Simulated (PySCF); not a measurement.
SMILES C[SiH2]C, GFN2-xTB optimised geometry.

```
11

C      1.61    -0.66     0.00
Si    -0.29    -0.66     0.00
C     -0.92     1.13     0.00
H      2.00    -1.68    -0.02
H      2.01    -0.17     0.88
H      2.01    -0.15    -0.87
H     -0.78    -1.36    -1.20
H     -0.78    -1.36     1.20
H     -2.01     1.16    -0.02
H     -0.59     1.67     0.89
H     -0.56     1.68    -0.87
```

Density from CAM-B3LYP/def2-TZVP in PySCF at that geometry.

Minimum of the electron density along straight lines between bonded atoms, close to the bond critical point (lines longer than 1.1 times the sum of covalent radii, or with two minima, are not listed):

```tsv
bond	length / Å	ρ at the minimum / e bohr⁻³	∇²ρ there / e bohr⁻⁵	position (fraction from the first atom)
C1–Si2	1.899	0.118	0.14	0.61
Si2–C3	1.899	0.118	0.14	0.39
C1–H4	1.086	0.276	-0.93	0.64
C1–H5	1.087	0.275	-0.93	0.64
C1–H6	1.087	0.275	-0.92	0.64
Si2–H7	1.470	0.124	0.17	0.49
Si2–H8	1.470	0.124	0.17	0.49
C3–H9	1.086	0.276	-0.93	0.64
C3–H10	1.087	0.275	-0.93	0.64
C3–H11	1.087	0.275	-0.92	0.64
```
